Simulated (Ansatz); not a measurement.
Two structures of ZnH3ClF2, singlet, reached by relaxing down either side of one saddle point (PBE0-D4/def2-TZVP). Energies are electronic, without zero-point energy. Computed with Ansatz 0.2.0 (basis: def2-TZVPP and def2-QZVPP); correlated methods freeze the cores. The 3s and 3p shells of Cu and Zn are frozen; filled d shells are correlated. Extrapolation: Hartree–Fock as exp(−7.88 √X), correlation as X^−2.97. First:

Zn1  (-0.665, -0.215, -1.085)
H2  (0.897, -0.267, -1.088)
Cl3  (-2.654, -0.300, -1.770)
H4  (0.067, 0.306, 1.412)
F5  (-0.840, 0.273, 1.129)
H6  (1.543, 0.002, 0.238)
F7  (1.653, 0.201, 1.164)
(Å)

Second:

| atom | x (Å) | y (Å) | z (Å) |
| --- | --- | --- | --- |
| Zn1 | -1.2460 | -0.0471 | -0.4018 |
| H2 | 0.8283 | -0.3051 | -1.2725 |
| Cl3 | -2.1124 | -0.4238 | -2.2565 |
| H4 | 0.6813 | 0.3406 | 1.6580 |
| F5 | -0.8755 | 0.3107 | 1.2982 |
| H6 | 1.1066 | -0.1627 | -0.5812 |
| F7 | 1.6176 | 0.2873 | 1.5560 |

Q: Which bonds change from the first to the second?

A: ZnHCl ([Cl][ZnH]) + HF + HF → ZnClF + HF + H₂; bonds formed: Zn1–F5, H2–H6, H4–F7; bonds broken: Zn1–H2, H4–F5, H6–F7.

Q: Give the saddle point's structure and its height above each. (To be estimated.)

A: Computed: 45.4 kJ/mol above the first and 75.2 kJ/mol above the second (CCSD(T) at an estimated basis limit (MP2 extrapolated from triple and quadruple zeta, plus CCSD(T) − MP2 in triple zeta)).
Zn1  (-0.795, -0.130, -0.713)
H2  (0.896, -0.232, -0.928)
Cl3  (-2.438, -0.360, -2.009)
H4  (0.375, 0.285, 1.361)
F5  (-0.750, 0.285, 1.197)
H6  (1.219, -0.049, -0.043)
F7  (1.493, 0.199, 1.135)
(Å)

The T1 diagnostic stays at or below 0.014.

Labels in which every atom is bracketed show which atoms are joined, not bond orders.

For scale, one of the runs: CCSD(T)/def2-TZVPP, 210 basis functions, launched by `ansatz run in.yaml --threads 8 --pin off --events-out ev --progress --plain --max-ram 19148MiB`. Hardware: 8 CPU threads of an Intel Xeon Platinum 8488C, shared host. Wall time 28 s; peak host memory 3 GiB.
